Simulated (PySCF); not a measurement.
# He (helium, neutral) across methods

1s1 2p1, high-spin 3P determinant (an excited configuration). All numbers are calculated (PySCF 2.14, no relativity, point nucleus, in aug-cc-pVTZ with one added diffuse shell each of s, p, d type (5s4p3d, 32 functions)).

```tsv
method	E (hartree)	mean ε 1s α (eV)	mean ε 2p α (eV)	Σ⟨r²⟩ (bohr²)	⟨S²⟩
LDA	-2.0837	-33.185	-1.584	19.60	2.000
r2SCAN	-2.1381	-35.329	-1.693	19.84	2.000
TPSSh	-2.1411	-35.977	-1.855	19.90	2.000
PBE	-2.1405	-34.102	-1.693	19.79	2.000
MN15	-2.1305	-37.199	-1.577	17.88	2.000
PBE0	-2.1399	-37.255	-2.206	19.88	2.000
BP86	-2.1408	-34.074	-1.772	19.78	2.000
CAM-B3LYP	-2.1277	-38.438	-2.887	19.59	2.000
```

Question: Estimate the same row for UHF.

Answer: E (hartree) = -2.12668; mean ε 1s α (eV) = -46.495; mean ε 2p α (eV) = -3.482; Σ⟨r²⟩ (bohr²) = 20.05; ⟨S²⟩ = 2.000.

The outer electron is Rydberg-like, and this basis confines it to a smaller radius and binds it less than a complete one would.
